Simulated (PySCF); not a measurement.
Compound: C₃H₉NO₂S.
Structure used (GFN2-xTB), in Å, numbered top down from 1:
```xyz
16
C3H9NO2S angstrom
C     -1.6305    0.4986    0.9562
S     -1.2411    0.5117   -0.8124
O     -2.2852   -0.1789   -1.5225
O     -0.9462    1.8603   -1.2159
C      0.2901   -0.4739   -0.9690
C      1.4509    0.2798   -0.3491
N      1.4309    0.1350    1.1012
H     -2.3022    1.3243    1.1518
H     -0.6926    0.6176    1.4862
H     -2.1051   -0.4458    1.1850
H      0.0999   -1.4278   -0.4858
H      0.4259   -0.6198   -2.0369
H      2.3979   -0.0604   -0.7998
H      1.3204    1.3392   -0.5873
H      1.6525   -0.8211    1.3617
H      2.1269    0.7377    1.5251
```

Four sets of settings were typed for PySCF runs (density fitting) on one GFN2-xTB geometry. Runs with no stated cap are allowed at least 80 cycles.

Question: One run ended without self-consistency. Which?
A. PW91/def2-SVPD
B. PW91/6-31G*, DIIS off, damping 0.9 at the start, at most 74 cycles
C. revPBE/Sadlej pVTZ, IEF-PCM chloroform, start guess sap
D. PBE/pcSseg-1, energy threshold 1e-06 Eh

Answer: B. The energy swings between two values 200 Eh apart, cycle after cycle, with a gradient of 1.5e+01 at cycle 74; DIIS was off. Go back to DIIS and no damping. Its energy and orbitals aren't self-consistent and shouldn't be used.

The end of its output:
```
cycle  64  E = -246.6585184982  dE =  1.967e+02  |g| = 1.538e+01  |ddm| = 5.341e+01
cycle  65  E = -443.3336946437  dE = -1.967e+02  |g| = 1.082e+01  |ddm| = 5.341e+01
cycle  66  E = -246.6585184982  dE =  1.967e+02  |g| = 1.538e+01  |ddm| = 5.341e+01
cycle  67  E = -443.3336946437  dE = -1.967e+02  |g| = 1.082e+01  |ddm| = 5.341e+01
cycle  68  E = -246.6585184982  dE =  1.967e+02  |g| = 1.538e+01  |ddm| = 5.341e+01
cycle  69  E = -443.3336946437  dE = -1.967e+02  |g| = 1.082e+01  |ddm| = 5.341e+01
cycle  70  E = -246.6585184982  dE =  1.967e+02  |g| = 1.538e+01  |ddm| = 5.341e+01
cycle  71  E = -443.3336946437  dE = -1.967e+02  |g| = 1.082e+01  |ddm| = 5.341e+01
cycle  72  E = -246.6585184982  dE =  1.967e+02  |g| = 1.538e+01  |ddm| = 5.341e+01
cycle  73  E = -443.3336946437  dE = -1.967e+02  |g| = 1.082e+01  |ddm| = 5.341e+01
cycle  74  E = -246.6585184982  dE =  1.967e+02  |g| = 1.538e+01  |ddm| = 5.341e+01
SCF not converged, last energy = -246.6585184982
```

The others met their thresholds:

```csv
settings,basis functions,SCF cycles,E (Eh),HOMO (eV),LUMO (eV),dipole (D)
"PBE/pcSseg-1, energy threshold 1e-06 Eh",171,9,-722.4631,-6.00,0.00,5.60
PW91/def2-SVPD,225,17,-722.6052,-6.21,-0.74,5.75
"revPBE/Sadlej pVTZ, IEF-PCM chloroform, start guess sap",257,17,-722.9965,-5.65,-0.61,6.81
```

Cycle counts include a coarse-grid stage where the run had one.
